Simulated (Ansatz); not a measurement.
`OCC1OCCCO1`. Total charge 0; spin multiplicity 1. The geometry is a stationary point of PBE0-D4/def2-TZVP. It is a higher conformer; a search finds a lower one.

```xyz
18

O    -0.053   -0.076    2.821
C     0.693   -0.404    1.677
C    -0.214   -1.010    0.612
O     0.473   -1.389   -0.543
C     0.877   -0.312   -1.371
C    -0.309    0.567   -1.709
C    -0.985    0.982   -0.419
O    -1.312   -0.161    0.355
H    -0.892    0.281    2.509
H     1.439   -1.150    1.961
H     1.232    0.471    1.291
H    -0.659   -1.924    1.011
H     1.310   -0.770   -2.261
H     1.665    0.280   -0.885
H    -1.016    0.007   -2.327
H     0.015    1.448   -2.272
H    -1.929    1.498   -0.600
H    -0.335    1.663    0.149
```

Task: What is the dipole moment at PBE/def2-TZVPP? (An estimate is asked.)

Result: Ansatz gave: 2.77 D, with components (0.29, 1.70, -2.18) D in this frame, pointing from negative to positive charge.

Task: And with r2SCAN, B3LYP, ωB97M-V? (Estimate.)

Result: Computed: r2SCAN 2.85 D, B3LYP 2.93 D, ωB97M-V 2.95 D.

Task: Give the Mulliken charges with PBE, r2SCAN, B3LYP in def2-TZVPP. (An estimate is asked.)

Result: The calculation gave: 
| atom | PBE | r2SCAN | B3LYP |
| --- | --- | --- | --- |
| O1 | -0.32 | -0.38 | -0.35 |
| C2 | 0.00 | 0.09 | 0.02 |
| C3 | 0.15 | 0.29 | 0.22 |
| O4 | -0.25 | -0.33 | -0.33 |
| C5 | -0.01 | 0.10 | 0.00 |
| C6 | -0.10 | -0.04 | -0.10 |
| C7 | -0.02 | 0.09 | -0.01 |
| O8 | -0.27 | -0.35 | -0.35 |
| H9 | 0.18 | 0.20 | 0.19 |
| H10 | 0.08 | 0.04 | 0.09 |
| H11 | 0.05 | 0.03 | 0.05 |
| H12 | 0.10 | 0.05 | 0.12 |
| H13 | 0.09 | 0.04 | 0.10 |
| H14 | 0.06 | 0.03 | 0.07 |
| H15 | 0.07 | 0.03 | 0.07 |
| H16 | 0.05 | 0.02 | 0.06 |
| H17 | 0.09 | 0.05 | 0.10 |
| H18 | 0.07 | 0.04 | 0.07 |

B3LYP here is the variant with VWN-RPA as its local correlation; programs differ in this.
